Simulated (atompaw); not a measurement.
**What the settings do to the PAW (atompaw) potential of silicon (Si)**

Base potential:

atompaw 4.2.0.5 input, output lines left out:

```
Si 14
GGA-PBE scalarrelativistic loggrid 1500 logderivrange -3 5 201
3 3 0 0 0 0
3 1 1.75
0 0 0
c
c
v
c
v
1
2.45 2.40 1.90 2.35
y
0.05
n
y
-0.1
n
custom rrkj gramschmidtortho besselshape
2 0 ultrasoft
2.45
2.45
2.45
2.45
```

Cutoffs, loose and tight: the cutoffs (Ry, on a coarse ladder) from which the occupation-weighted sum of valence levels, in a spherical-Bessel basis at the reference potential, stays within 10 and 1 mRy of its value at 400 Ry. They see the waves, projectors and local potential, not the compensation charge or the core. A dash means not determined.

```csv
change,outcome,"cutoff, loose","cutoff, tight",bound ghosts
base,generated,8 Ry,12 Ry,none
"all radii scaled by about 0.77 (s 1.88, p 1.88 bohr); local potential ultrasoft scheme with l = 2 at 0 Ry, radius 1.46 bohr; augmentation besselshape compensation charge, radius 1.86 bohr; PAW radius 1.88 bohr; waves and projectors: custom rrkj gramschmidtortho; core correction smooth core density matched at 1.82 bohr",generated,8 Ry,12 Ry,none
"all radii scaled by about 0.87 (s 2.12, p 2.12 bohr); local potential ultrasoft scheme with l = 2 at 0 Ry, radius 1.64 bohr; augmentation besselshape compensation charge, radius 2.06 bohr; PAW radius 2.12 bohr; waves and projectors: custom rrkj gramschmidtortho; core correction smooth core density matched at 2.02 bohr","generated, no UPF (negative core plus compensation charge)",8 Ry,15 Ry,none
"all radii scaled by about 1.09 (s 2.66, p 2.66 bohr); local potential ultrasoft scheme with l = 2 at 0 Ry, radius 2.06 bohr; augmentation besselshape compensation charge, radius 2.62 bohr; PAW radius 2.66 bohr; waves and projectors: custom rrkj gramschmidtortho; core correction smooth core density matched at 2.56 bohr",generated,8 Ry,10 Ry,none
```

Q: What comes out with this change to the base: all radii scaled by about 1.18 (s 2.88, p 2.88 bohr); local potential ultrasoft scheme with l = 2 at 0 Ry, radius 2.24 bohr; augmentation besselshape compensation charge, radius 2.82 bohr; PAW radius 2.88 bohr; waves and projectors: custom rrkj gramschmidtortho; core correction smooth core density matched at 2.76 bohr?

A: outcome: generated; cutoff, loose: 6 Ry; cutoff, tight: 10 Ry; bound ghosts: none.

Q: What comes out with this change to the base: all radii scaled by about 1.30 (s 3.18, p 3.18 bohr); local potential ultrasoft scheme with l = 2 at 0 Ry, radius 2.46 bohr; augmentation besselshape compensation charge, radius 3.10 bohr; PAW radius 3.18 bohr; waves and projectors: custom rrkj gramschmidtortho; core correction smooth core density matched at 3.04 bohr?

A: outcome: generated; cutoff, loose: 6 Ry; cutoff, tight: 8 Ry; bound ghosts: none.

Reading the sweep of the scale of all radii (base = 1) (base included, trends over the rows without a ghost): The loose cutoff falls from 8 Ry at 0.77 to 6 Ry at 1.3. A larger radius leaves more room for a smooth pseudo-wave, so fewer plane waves are needed; a smaller one forces it to follow the all-electron wave where it bends sharply.
